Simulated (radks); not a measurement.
Task: Species: the silicon ion Si+. Configuration: [Ne] 3s2 3p1. Method: Dirac Kohn-Sham, PBEsol, spin-unpolarised, spherical densities, finite nucleus; open shells fill j = l - 1/2 first; Fermi nuclear charge, rms radius 3.1224 fm; computed with a radial shooting solver on a logarithmic mesh with Libxc functionals.

Spin-orbit splittings of the eigenvalues, e(l+1/2) - e(l-1/2), with zeta = 2 splitting/(2l+1) and mean radii in bohr:

| shell | occ. | splitting (eV) | zeta (eV) | <r> j=l-1/2 | <r> j=l+1/2 |
|---|---|---|---|---|---|
| 2p | 6 | 0.6468 | 0.4312 | 0.5361 | 0.5383 |
| 3p | 1 | 0.04129 | 0.02753 | 2.450 | 2.456 |
| 3d | 0 | ? | ? | 4.246 | 4.247 |

Estimate the 3d splitting.

Result: 0.0005850 eV (zeta = 0.0002340 eV).
